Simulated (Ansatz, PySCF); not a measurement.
Gas-phase reaction in SMILES: N[Si](F)(F)F -> F[Si](F)F + [NH2] (NH2) (the N-Si bond at the site shown breaks; other sites are not compared here)
Each molecule is optimised on its own at B3LYP-D3(BJ)/def2-TZVP (Ansatz, a program for electronic structure), one conformer each, not searched for the lowest. Frequencies are from Ansatz or PySCF.
Geometry of the first species:
SMILES: N[Si](F)(F)F
```xyz
7

N      1.6258    -0.2885     0.2310
Si    -0.0079     0.0008    -0.0023
F     -0.6083    -0.5087    -1.3769
F     -0.8420    -0.7271     1.1250
F     -0.2817     1.5565     0.0339
H      1.9777    -1.1783     0.5416
H      2.3402     0.2992    -0.1644
```
Charge 0, spin multiplicity 1.

Property: bond dissociation energy (enthalpy at 298 K, with B3LYP-D3(BJ) rigid-rotor harmonic-oscillator terms), in eV. Valence correlation only, unless marked. Open shells are spin-unrestricted. No spin-orbit coupling. Non-relativistic. Basis-set limits of correlation are two-point, X^-3; Hartree-Fock from the larger set. The bracket is a focal-point correction in the basis named.

Level to compare with: RI-MP2/CBS(cc-pV(T+d)Z,cc-pV(Q+d)Z)+[CCSD(T)-MP2]/cc-pV(T+d)Z (Ansatz), 5.26 eV. It is a level with limits of its own, and the differences hold the functionals' basis error too.

Question: Rank these functionals by how close they come to RI-MP2/CBS(cc-pV(T+d)Z,cc-pV(Q+d)Z)+[CCSD(T)-MP2]/cc-pV(T+d)Z, closest first: BLYP/def2-TZVPD (Ansatz); r2SCAN0/def2-TZVPD (Ansatz); revPBE/def2-TZVPD (Ansatz).

Answer: r2SCAN0/def2-TZVPD (hybrid meta-GGA, 4.89 eV, difference -0.37), BLYP/def2-TZVPD (GGA, 4.63 eV, difference -0.63), revPBE/def2-TZVPD (GGA, 4.54 eV, difference -0.72)
